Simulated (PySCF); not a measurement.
PySCF input file for C2F5, SMILES F[C](F)C(F)(F)F (connectivity only; charge and spin as stated), charge +1, multiplicity 1, SMD-ωB97X/6-31G*. The structure is a stationary point at PBE0-D3(BJ)/def2-SVP. The spin state was assumed, not searched. The isomer is the one that the SMILES or the coordinates give; other isomers of the formula were not compared.

```python
import numpy as np
from pyscf import gto, scf, dft
from pyscf.solvent import smd

mol = gto.M(
    atom='''
    F     1.52412711   -0.01553012   -1.05211369
    C     0.88725255   -0.02822755    0.00000001
    F     1.52412710   -0.01553012    1.05211370
    C    -0.69215479   -0.00716364   -0.00000001
    F    -0.99603945    1.26567573    0.00000000
    F    -1.09113996   -0.60551068    1.08033781
    F    -1.09113996   -0.60551068   -1.08033782
    ''',
    basis='6-31G*',
    charge=1,
    spin=0,
    max_memory=1600,
    verbose=3,
)
mf = dft.RKS(mol, xc='wb97x').density_fit(auxbasis='def2-universal-jkfit')
mf.grids.level = 3
mf.conv_tol = 1e-9
mf.max_cycle = 100
mf.kernel()
res = {}
for name in ['water', 'diethylether', 'acetonitrile']:
    s = mf.SMD()
    s.with_solvent.solvent, s.with_solvent.sasa_ng = name, 302
    s.kernel(mf.make_rdm1())
    res[name] = (s.e_tot, s.with_solvent.get_cds(), s.dip_moment(), s.mo_energy, s.converged)
    print(f'SMD {name}: dG(solv) = {(s.e_tot - mf.e_tot) * 627.509474:.3f} kcal/mol, of which CDS {res[name][1] * 627.509474:.3f}')
```

Output:

```
converged SCF energy = -574.890943760358
converged SCF energy = -574.99519614491

WARN: System has nonzero charge 1; the dipole moment is origin-dependent.
Location of origin: [0. 0. 0.]

Dipole moment(X, Y, Z, Debye):  3.69263, -0.18994,  0.00000
SMD water: dG(solv) = -65.419 kcal/mol, of which CDS 5.229
converged SCF energy = -574.973711860322

WARN: System has nonzero charge 1; the dipole moment is origin-dependent.
Location of origin: [0. 0. 0.]

Dipole moment(X, Y, Z, Debye):  3.55124, -0.17602,  0.00000
SMD diethylether: dG(solv) = -51.938 kcal/mol, of which CDS 1.461
converged SCF energy = -574.998049658902

WARN: System has nonzero charge 1; the dipole moment is origin-dependent.
Location of origin: [0. 0. 0.]

Dipole moment(X, Y, Z, Debye):  3.68169, -0.18867,  0.00000
SMD acetonitrile: dG(solv) = -67.210 kcal/mol, of which CDS 2.217
```

The run converged.
